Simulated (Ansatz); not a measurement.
Cartesian coordinates in Å:
```
F 0.850 2.123 -0.609
C 0.014 1.069 -0.809
N 0.839 -0.087 -1.107
C 0.703 -1.037 -0.274
Si -0.540 -0.555 1.058
O -0.778 0.909 0.317
H -0.614 1.301 -1.674
H 1.300 -1.936 -0.419
H -1.789 -1.352 1.089
H 0.015 -0.436 2.428
```

Charge 0, multiplicity 1.

Q: List the PBE0/def2-TZVPP orbital energies in eV (Ansatz). (Best estimate.)

A: The calculation gave: Occupied: -1803.57, -674.00, -523.36, -392.19, -282.58, -279.79, -145.85, -100.56, -100.49, -100.48, -34.21, -29.61, -26.26, -20.12, -17.07, -16.09, -15.32, -14.83, -13.49, -12.34, -11.52, -11.34, -10.58, -10.29, -9.87, -9.07, -7.92. Lowest empty: -1.52, -0.22, 0.94, 1.73, 2.25, 2.57, 2.99, 3.64.
